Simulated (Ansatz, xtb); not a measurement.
**C4H4Cl2O3: 3 structures ranked**

3 gas-phase structures of C4H4Cl2O3, from a drawn sample of its isomers (lower ones may exist). Each was relaxed with GFN2-xTB; where two conformers were screened, the lower at r2SCAN-D4/def2-SVP is listed:

A. `O=COC(=O)CC(Cl)Cl`, a singlet
B. `O=C1OC[C@H](C(Cl)Cl)O1`, a singlet
C. `COC(=O)OC=C(Cl)Cl`, a singlet

Q: Which do you expect lowest at r2SCAN-D4/def2-SVP, and how would the others follow?

A: Calculated order at r2SCAN-D4/def2-SVP: B (0.0), A (26.3), C (92.7) kJ/mol.

Energies above the lowest of each column, in kJ/mol; the last columns are at B3LYP-D3(BJ)/def2-SVP geometries:

```
structure  GFN2-xTB  HF/STO-3G  r2SCAN-D4/def2-SVP  B3LYP-D3(BJ)/def2-SVP  CCSD(T)/def2-SVP + ΔMP2/def2-TZVPP
        B       0.0        0.0                 0.0                    0.0                                 0.0
        A     101.6      132.6                26.3                   15.1                                18.8
        C      79.0      192.3                92.7                   85.1                                94.1
```

Every level run on B puts it lowest or level with the lowest. Flexible structures stand in one conformer each, not always the lowest. The ΔMP2 step shifts differences by up to 12.8 kJ/mol, which makes them less sure. ΔMP2 is the change of the MP2 energy from the smaller to the larger basis.

Programs: Ansatz 0.2.0, xtb 6.7.1.
